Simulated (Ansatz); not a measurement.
## One arrangement of a pair

The pair of CH4O (SMILES CO, atoms 1–6) and H2Te (SMILES [TeH2], atoms 7–9), both closed shells, in one local arrangement (a lower one may exist), relaxed at PBE0-D4/def2-TZVP:

| atom | x (Å) | y (Å) | z (Å) |
| --- | --- | --- | --- |
| C1 | -0.0720 | 0.5501 | -1.3754 |
| O2 | -0.4416 | -0.6825 | -0.7930 |
| H3 | -0.6739 | 1.3209 | -0.8941 |
| H4 | -0.2766 | 0.5720 | -2.4517 |
| H5 | 0.9858 | 0.7861 | -1.2098 |
| H6 | 0.0844 | -1.3833 | -1.1846 |
| Te7 | -0.5004 | -0.6723 | 2.2686 |
| H8 | 0.9524 | -0.0486 | 1.7827 |
| H9 | -0.0581 | -0.4425 | 3.8573 |

Computed with Ansatz 0.2.0 (basis: def2-TZVPPD, with def2-QZVPPD for the basis limit); correlated methods freeze the cores. Filled d shells of the heavier atoms are correlated. Core potentials replace the inner electrons of the atoms past krypton. The def2 sets are not built for correlating such inner shells, so the correlated values are less sure here. B3LYP uses VWN-RPA correlation. Extrapolation: Hartree–Fock as exp(−7.88 √X), correlation as X^−2.97. Interaction energies count from these two fragments, frozen as in the pair, with the counterpoise correction; negative means bound.

(1) What is the interaction energy by CCSD(T) at an estimated basis limit (MP2 extrapolated from triple and quadruple zeta, plus CCSD(T) − MP2 in triple zeta)? (To be estimated.)

(2) Which atoms make the shortest contact between the fragments?

T1 diagnostic: at most 0.011.

Results:

(1) By the calculation: -3.14 kcal/mol. Hartree–Fock alone gives -0.50 kcal/mol at the basis limit. It counts from the two fragments frozen as in the pair.

The same quantity by other methods in triple zeta, and each one's difference from that estimate:
```tsv
method	E_int (kcal/mol)	difference
PBE-D4	-3.61	-0.46
revPBE-D4	-3.45	-0.30
BLYP-D4	-3.54	-0.40
r2SCAN-D4	-3.24	-0.09
B97M-V	-3.64	-0.49
PBE0-D4	-3.38	-0.24
B3LYP-D4	-3.54	-0.39
HSE06-D4	-3.35	-0.21
wB97X-V	-3.22	-0.08
wB97M-V	-3.33	-0.19
B2PLYP	-2.02	1.12
HF	-0.47	2.67
MP2	-2.94	0.21
CCSD	-2.28	0.86
CCSD(T)	-2.66	0.49
```
Differences are method less estimate.

(2) O2 and H8, 3.00 Å apart.

Basis-set superposition shift (counterpoise-corrected less uncorrected): CCSD(T) 1.05; MP2 1.02; HF 0.04; PBE0-D4 0.04; wB97M-V 0.06 kcal/mol.

For scale, one of the runs: CCSD(T)/def2-TZVPPD, 238 basis functions, launched by `ansatz run in.yaml --threads 4 --pin off --events-out ev --progress --plain --max-ram 9574MiB`. The run took 42 s on 4 CPU threads of an AMD EPYC 9R45 (shared host), with 5 GiB of host memory at its peak.
